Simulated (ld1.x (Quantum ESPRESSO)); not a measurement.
# nitrogen (N), TM: configuration errors across variants

| Quantity | Value |
| --- | --- |
| Element | nitrogen (N) |
| Generator | ld1.x (Quantum ESPRESSO) 7.5 |
| Type | norm-conserving Troullier–Martins (Kleinman–Bylander form) |
| Functional | PBEsol |
| Relativity | scalar-relativistic |
| Frozen core | [He] |
| Valence charge | 5 |
| Reference configuration | 2s2 2p2 (charge +1) |
| Partial waves | 2p (bound): rc 1.10 bohr; 3d channel at 0.4 Ry: rc 1.10 bohr; 2s (bound): rc 1.05 bohr |
| Local potential | the s channel |
| Core correction | none |

All-electron excitation energies from the reference (eV): (1) 2s2 2p3 -13.521; (2) 2s2 2p1 28.737; (3) 2s2 2p0 75.622; (4) 2s0 2p5 9.375; (5) 2s1 2p4 -2.087; (6) 2s2 2p2.5 -8.458; (7) 2s1 2p0 153.139.

Errors AE − PS in meV (a dash: test not solved or not reliable):

| change | (1) | (2) | (3) | (4) | (5) | (6) | (7) | bound ghosts |
| --- | --- | --- | --- | --- | --- | --- | --- | --- |
| base | +5.7 | +28 | +236 | +58 | +25 | +2.4 | +502 | none |
| all radii scaled by about 0.80 (s 0.84, p 0.88, d 0.88 bohr) | +2.4 | +16 | +168 | +22 | +8.5 | +1.2 | +423 | none |
| all radii scaled by about 0.93 (s 0.98, p 1.02, d 1.02 bohr) | +3.9 | +22 | +202 | +39 | +16 | +1.8 | +466 | none |
| all radii scaled by about 1.16 (s 1.22, p 1.28, d 1.28 bohr) | +12 | +48 | +348 | +118 | +53 | +4.7 | +619 | none |
| all radii scaled by about 1.26 (s 1.32, p 1.38, d 1.38 bohr) | +18 | +63 | +433 | +159 | +72 | +6.5 | +711 | none |

(1) Give the same row for: all radii scaled by about 1.37 (s 1.44, p 1.50, d 1.50 bohr).

Answers

(1) +24, +83, +544, +203, +94, +8.9, +836; bound ghosts: none.
